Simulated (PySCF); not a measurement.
Choosing a molecule for a target property.

All species are isolated and taken at one optimised geometry, non-relativistic unless stated. Electronic properties by PySCF.

The conformers computed, where there is a choice (atom-mapped SMILES and torsion angles):
- `[CH3:1]/[CH:2]=[C:3](\[C:4](=[O:5])[Cl:6])[C:7]([F:8])([F:9])[F:10]`: C2–C3–C4–O5 -21°, C2–C3–C7–F8 -104°
- `[CH2:1]=[CH:2][C:3]1=[C:4]([F:5])[CH:6]=[CH:7][C:8]1=[CH2:9]`: C1–C2–C3–C4 180°
- `[CH3:1][C@@H:2]([CH2:3][C:4]#[N:5])[SiH2:6][Cl:7]`: C1–C2–C3–C4 64°, C1–C2–Si6–Cl7 -179°
- `[NH2:1][SiH2:2][O:3][SiH2:4][PH2:5]`: N1–Si2–O3–Si4 20°, Si2–O3–Si4–P5 -21°, H–N1–Si2–O3 -65°, H–N1–Si2–O3 74°, H–P5–Si4–O3 -80°, H–P5–Si4–O3 -173°

(1) Wanted: electronic spatial extent ⟨r²⟩ about the centre of nuclear charge below 1200 bohr² (PBE0/def2-SVPD) and HOMO–LUMO gap above 7 eV (PBE0/def2-SVPD), at GFN2-xTB geometries. Which candidate meets both?
A. `C=CC1=C(F)C=CC1=C`
B. `C/C=C(\C(=O)Cl)C(F)(F)F`
C. `N[SiH2]O[SiH2]P`
D. `C[C@@H](CC#N)[SiH2]Cl`
E. `FC1=C[C@H]2C=C[C@@H]1C=C2`

(2) Wanted: static isotropic polarisability below 80 au (PBE0/def2-SVPD) and lowest triplet excitation (Tamm–Dancoff) below 5 eV (TDA PBE0/def2-SVPD), at GFN2-xTB geometries. Which candidate meets both?
A. `C=CC1=C(F)C=CC1=C`
B. `C/C=C(\C(=O)Cl)C(F)(F)F`
C. `C[C@@H](CC#N)[SiH2]Cl`
D. `FC1=C[C@H]2C=C[C@@H]1C=C2`

(3) Wanted: smallest rotational constant between 0.8 GHz and 1.4 GHz (GFN2-xTB) and dipole moment above 1.4 D (PBE0/def2-SVPD), at GFN2-xTB geometries. Which candidate meets both?
A. `FC1=C[C@H]2C=C[C@@H]1C=C2`
B. `C/C=C(\C(=O)Cl)C(F)(F)F`
C. `[SiH2](O[SiH2]N)P`
D. `C=CC1=C(F)C=CC1=C`

Results:

(1) C. Computed values:
```
                  species  electronic spatial extent ⟨r²⟩ about the centre of nuclear charge  HOMO–LUMO gap
FC1=C[C@H]2C=C[C@@H]1C=C2                                                          879 bohr²        5.75 eV
          N[SiH2]O[SiH2]P                                                         1064 bohr²        7.36 eV
        C=CC1=C(F)C=CC1=C                                                         1152 bohr²        3.77 eV
    C[C@@H](CC#N)[SiH2]Cl                                                         1247 bohr²        8.62 eV
  C/C=C(\C(=O)Cl)C(F)(F)F                                                         1574 bohr²        6.14 eV
```

(2) D. Computed values:
```
                  species  static isotropic polarisability  lowest triplet excitation (Tamm–Dancoff)
FC1=C[C@H]2C=C[C@@H]1C=C2                          78.6 au                                   3.39 eV
  C/C=C(\C(=O)Cl)C(F)(F)F                          80.7 au                                   3.65 eV
    C[C@@H](CC#N)[SiH2]Cl                          87.8 au                                   6.41 eV
        C=CC1=C(F)C=CC1=C                          99.9 au                                   1.81 eV
```

(3) D. Computed values:
```
                  species  smallest rotational constant  dipole moment
  C/C=C(\C(=O)Cl)C(F)(F)F                     0.699 GHz         3.53 D
        C=CC1=C(F)C=CC1=C                     0.971 GHz         2.06 D
        [SiH2](O[SiH2]N)P                     1.096 GHz         1.10 D
FC1=C[C@H]2C=C[C@@H]1C=C2                     1.676 GHz         1.70 D
```
